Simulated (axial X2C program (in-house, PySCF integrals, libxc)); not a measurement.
ZrSe⁺: bond constants with and without spin–orbit coupling

Calculated with an axial X2C code built on PySCF integrals. Spin-free means the one-electron spin-free X2C Hamiltonian; two-component (2c) means X2C with spin–orbit coupling and atomic mean-field two-electron Coulomb and Gaunt terms, so the difference of the two also holds small scalar two-electron terms. Basis: Zr dyall-cv3z [11s12p9d6f3g], Se dyall-cv3z [8s9p6d4f1g] (cores contracted in-house); Gaussian nuclei, density fitting, unrestricted open shells. Masses: Zr 89.905 u, Se 79.917 u.

State, spin-free: M_S = 1/2, Λ = 2 (beyond evenly filled blocks: δ+α); electrons by block: σα: 16, σβ: 16, π+α: 8, π+β: 8, π-α: 8, π-β: 8, δ+α: 3, δ+β: 2, δ-α: 2, δ-β: 2. Fragments: Zr+ + Se.

State, 2c: Ω = 3/2 (⟨Sz⟩ = -0.50, ⟨Lz⟩ = 2.00 at PBE0); electrons by block: 1/2: 24, -1/2: 24, 3/2: 11, -3/2: 10, 5/2: 2, -5/2: 2. Fragments: Zr+ + Se.

```json
{"Hamiltonian": "spin-free", "level": "PBE0", "Re (Å)": "2.273", "ωe (cm⁻¹)": "400.5", "ωexe (cm⁻¹)": "0.983", "Be (cm⁻¹)": "0.07715", "De (eV)": "4.55", "D0 (eV)": "4.53", "μ (D)": "-8.14"}
{"Hamiltonian": "spin-free", "level": "PW91", "Re (Å)": "2.294", "ωe (cm⁻¹)": "380.6", "ωexe (cm⁻¹)": "0.763", "Be (cm⁻¹)": "0.07573", "De (eV)": "5.09", "D0 (eV)": "5.06", "μ (D)": "-7.52"}
{"Hamiltonian": "2c", "level": "PBE0", "Re (Å)": "2.274", "ωe (cm⁻¹)": "399.9", "ωexe (cm⁻¹)": "0.976", "Be (cm⁻¹)": "0.07708", "De (eV)": "n/a", "D0 (eV)": "n/a", "μ (D)": "-8.13"}
{"Hamiltonian": "2c", "level": "PW91", "Re (Å)": "2.295", "ωe (cm⁻¹)": "379.8", "ωexe (cm⁻¹)": "0.766", "Be (cm⁻¹)": "0.07566", "De (eV)": "n/a", "D0 (eV)": "n/a", "μ (D)": "-7.52"}
```

Dipoles are positive if Se is the positive end and refer to the centre of mass.

One determinant describes the state; a PBE0 search over occupations chose it and may have missed a lower one. Dissociation energies refer to the lowest single-determinant-based atoms at the same level and basis. De is not given where an atomic determinant may have missed its ground term or J level, or where the truncated virtual space spoils (T). Density functionals use the spin component along the axis (collinear). Other states lie close and PBE0, whose exact exchange favours high spin, may order them wrongly; the determinant shown need not be the ground state. The nearest other spin-free determinant of the search, M_S = 1/2, Λ = 0, lies 0.16 eV up at the distance of the search. Without a current term, density functionals place determinants with orbital angular momentum somewhat too high. At some level and bond length an empty orbital lies below a filled one. The determinant is spin-polarised beyond a pure state at some levels (its spin-free form has ⟨S²⟩ too high), which makes Re and μ there less reliable.

No reliable constants came from CCSD (2c), CCSD (spin-free), CCSD(T) (2c), CCSD(T) (spin-free), HF (2c), HF (spin-free), MP2 (2c), MP2 (spin-free): no minimum in range, unconverged points, a curve that is not smooth, a change of character along it, or the two Hamiltonians disagreeing along it.

Rough cost a point (2c) on 1 thread(s) of a shared host, integrals apart: PBE0 1.4 s, PW91 0.6 s.

The whole task took 3.7 min on 1 thread of Arm Neoverse V2, with other jobs on the host.
